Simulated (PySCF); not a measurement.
# Removing an electron from `C=CC[P@](=C)(P)CC`

Compound: C₆H₁₄P₂.
Z-matrix (Å and degrees, PBE0-D3(BJ)/def2-SVP geometry), rows numbered from 1:
```
C 
C   1  1.3370
C   2  1.4865  1  125.00
P   3  1.8843  2  116.27  1  -108.00
C   4  1.6693  3  121.47  2   172.06
P   4  2.2290  3  100.16  2    44.43
C   4  1.8322  3  102.42  2   -64.02
C   7  1.5200  4  113.27  3   166.64
H   1  1.0927  2  121.45  3   177.57
H   1  1.0950  2  121.45  3    -2.59
H   2  1.0971  1  118.34  3  -178.02
H   3  1.1018  2  111.93  1    12.12
H   3  1.1041  2  112.35  1   132.74
H   5  1.0933  4  117.70  3    84.87
H   5  1.0911  4  119.87  3   -72.98
H   6  1.4276  4   93.68  3    53.48
H   6  1.4254  4   91.84  3   147.81
H   7  1.1038  4  105.55  3   -71.44
H   7  1.1014  4  107.85  3    42.67
H   8  1.1017  7  111.06  4   -64.59
H   8  1.1005  7  110.86  4   175.90
H   8  1.0990  7  110.74  4    55.03
```

Level: B3LYP/def2-SVPD (PySCF). Frontier orbitals with their largest atomic shares (Löwdin; up to four atoms above 4 %):

```
orbital  ε (eV)                          main atoms
 HOMO−3   -8.88   C7 22 %, P4 18 %, P6 15 %, C8 7 %
 HOMO−2   -7.87   P6 37 %, C1 14 %, C2 14 %, P4 8 %
 HOMO−1   -7.34   P6 26 %, C1 21 %, C2 19 %, P4 8 %
   HOMO   -4.74                                   ?
   LUMO   -0.69   C1 26 %, C2 22 %, P6 14 %, P4 9 %
 LUMO+1    0.05  P6 30 %, H16 18 %, C8 9 %, H20 5 %
 LUMO+2    0.12   P6 34 %, P4 14 %, C2 9 %, H16 6 %
```

**Question.** What vertical ionisation energy does ΔSCF give, and how far is −ε(HOMO) from it?

**Answer.** ΔSCF: 6.59 eV (636 kJ/mol; threshold wavelength 188 nm); ⟨S²⟩ of the doublet left behind is 0.756, against 0.75 for a pure doublet. −ε(HOMO) is 4.74 eV, 1.85 eV below it. In exact Kohn–Sham theory the two would be equal; B3LYP (global hybrid, 20 % exact exchange) falls short of its own ΔSCF value by 28 %.

**Question.** On which atoms does the HOMO lie?

**Answer.** C5 (carbon bonded to P and 2 H) 50 %, P4 (phosphorus bonded to 3 C and P) 16 %, H14 (hydrogen on carbon) 7 %, H15 (hydrogen on carbon) 6 %. The HOMO−1 lies 2.60 eV lower.

**Question.** Shift the occupied levels rigidly so that −ε(HOMO) equals the ΔSCF value. What binding energies result?

**Answer.** The shift is +1.85 eV: HOMO 6.59, HOMO−1 9.19, HOMO−2 9.72, HOMO−3 10.73 eV. A rigid shift is only a rough guide to the deeper ionisations.

**Question.** How many of the 10 lowest singlet excitations (vertical TDDFT, same level) lie below the ionisation energy?

**Answer.** All 10; they run from 3.29 to 5.66 eV.

**Question.** What total energies stand behind the ΔSCF value?

**Answer.** E(N) = -919.36659 Eh and E(N − 1) = -919.12451 Eh at the same geometry, 0.24208 Eh apart.

Isolated species at its PBE0-D3(BJ)/def2-SVP geometry (one conformer only).
